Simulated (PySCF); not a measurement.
ethaneselenal, C2H4Se, SMILES CC=[Se], point group Cs.

Level: B3LYP/pcSseg-1 in PySCF (density fitting, grid level 2); geometry and Hessian at that level, cubic constants and property derivatives from steps of ±0.6 along each species' dimensionless normal coordinates, second-order vibrational perturbation theory. The parent has the commonest isotopes.

Equilibrium geometry (Å):

```csv
atom,x,y,z
C1,-0.6811,-0.0767,0.0433
C2,0.7786,0.1965,-0.0584
Se3,2.0398,-0.9658,-0.4666
H4,-1.2333,0.5718,-0.6534
H5,-0.9209,-1.1216,-0.1673
H6,-1.0425,0.1849,1.0493
H7,1.0728,1.2304,0.1448
```

(1) Give the equilibrium and ground-state rotational constants (MHz) of parent; ¹³C at 1; ²H at 5; ¹³C at 1, ⁷⁸Se at 3; ²H at 7; ¹³C at 2; ²H at 4, ²H at 5, ²H at 6.

(2) How is the parent's vibrational correction B0 − Be made up?

(3) And its quartic centrifugal distortion constants from the harmonic force field?

A mode lies under 250 cm⁻¹, where this perturbation treatment is rough. Internal rotors are held in one well.

Answers

(1) 
```json
{"species": "parent", "Ae": "46954", "Be": "3883", "Ce": "3667.4", "A0": "46603", "B0": "3864.8", "C0": "3647.9", "Δ0 (u Å²)": "-3.068", "harmonic ZPE (cm⁻¹)": "11540"}
{"species": "¹³C at 1", "Ae": "46617", "Be": "3734.3", "Ce": "3532.5", "A0": "46272", "B0": "3716.9", "C0": "3513.9", "Δ0 (u Å²)": "-3.067", "harmonic ZPE (cm⁻¹)": "11502"}
{"species": "²H at 5", "Ae": "40329", "Be": "3759", "Ce": "3512.8", "A0": "40017", "B0": "3742.1", "C0": "3495", "Δ0 (u Å²)": "-3.079", "harmonic ZPE (cm⁻¹)": "10842"}
{"species": "¹³C at 1, ⁷⁸Se at 3", "Ae": "46632", "Be": "3757.1", "Ce": "3553", "A0": "46288", "B0": "3739.6", "C0": "3534.3", "Δ0 (u Å²)": "-3.067", "harmonic ZPE (cm⁻¹)": "11503"}
{"species": "²H at 7", "Ae": "37805", "Be": "3838.6", "Ce": "3561.1", "A0": "37547", "B0": "3820.9", "C0": "3542.1", "Δ0 (u Å²)": "-3.047", "harmonic ZPE (cm⁻¹)": "10869"}
{"species": "¹³C at 2", "Ae": "45709", "Be": "3850.7", "Ce": "3630.8", "A0": "45375", "B0": "3833", "C0": "3611.8", "Δ0 (u Å²)": "-3.064", "harmonic ZPE (cm⁻¹)": "11500"}
{"species": "²H at 4, ²H at 5, ²H at 6", "Ae": "35878", "Be": "3316.4", "Ce": "3153.5", "A0": "35614", "B0": "3300.8", "C0": "3137.8", "Δ0 (u Å²)": "-6.237", "harmonic ZPE (cm⁻¹)": "9483"}
```

Δ0 = Ic − Ia − Ib from the ground-state constants.

(2) 
```tsv
axis	harmonic	Coriolis	cubic	total (MHz)
a	258	-281	-328	-351
b	4.67	-2.01	-20.9	-18.3
c	3.03	-1.24	-21.3	-19.5
```

(3) Asymmetric top, A reduction, Ir representation: ΔJ = 1.22 kHz, ΔJK = -23 kHz, ΔK = 867 kHz, δJ = 0.124 kHz, δK = -4.13 kHz.
